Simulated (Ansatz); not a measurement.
Total energies of ClH3SeSn, SMILES `[Cl][SnH2][SeH]`.

| atom | x (Å) | y (Å) | z (Å) |
| --- | --- | --- | --- |
| Cl1 | -1.354 | 1.921 | 0.512 |
| Sn2 | -0.421 | -0.214 | 0.375 |
| Se3 | 1.986 | -0.031 | -0.322 |
| H4 | -0.465 | -0.861 | 1.945 |
| H5 | -1.348 | -1.032 | -0.792 |
| H6 | 1.603 | 0.218 | -1.718 |

Charge 0, multiplicity 1. Correlated methods include outer-core shells of Se, Sn, which these sets cover unevenly. Scalar relativity is left out up to krypton. Sn takes the def2 core potential. The structure was optimised at the PBE0-D4/def2-TZVP level. It is one conformer, not always the lowest. Basis def2-TZVPP, Ansatz 0.2.0.

RPA on PBE orbitals: Hartree–Fock energy of these orbitals -3074.47019 Eh, correlation -1.21016 Eh (frozen core).

| functional | energy without D4 (Eh) | D4 term (kJ/mol) |
| --- | --- | --- |
| LDA (SPW92) | -3072.66186 | – |
| PBE | -3077.37557 | -15.3 |
| revPBE | -3077.69491 | -34.4 |
| BLYP | -3077.90449 | -31.9 |
| r2SCAN | -3077.97365 | -3.4 |
| B97M-V | -3077.38223 | – |
| PBE0 | -3077.50338 | -13.2 |
| B3LYP | -3078.06033 | -25.2 |
| r2SCANh | -3077.95784 | -3.8 |
| r2SCAN0 | -3077.93536 | -4.3 |
| HSE06 (plane-wave form) | -3077.49678 | -12.7 |
| BHLYP | -3077.84944 | -24.5 |
| CAM-B3LYP | -3078.05284 | -14.0 |
| LC-ωPBE | -3077.51721 | – |
| ωB97X-V | -3077.62718 | – |
| ωB97M-V | -3077.71946 | – |
| B2PLYP | -3077.21190 | – |
| PBE-QIDH | -3076.90774 | – |

B3LYP takes the VWN-RPA correlation (the form of Gaussian; ORCA's B3LYP/G). HSE06 is the plane-wave form, built on full-range PBE exchange. The double hybrids freeze the cores in their second-order part.

LC-ωPBE has ω = 0.4 bohr⁻¹.
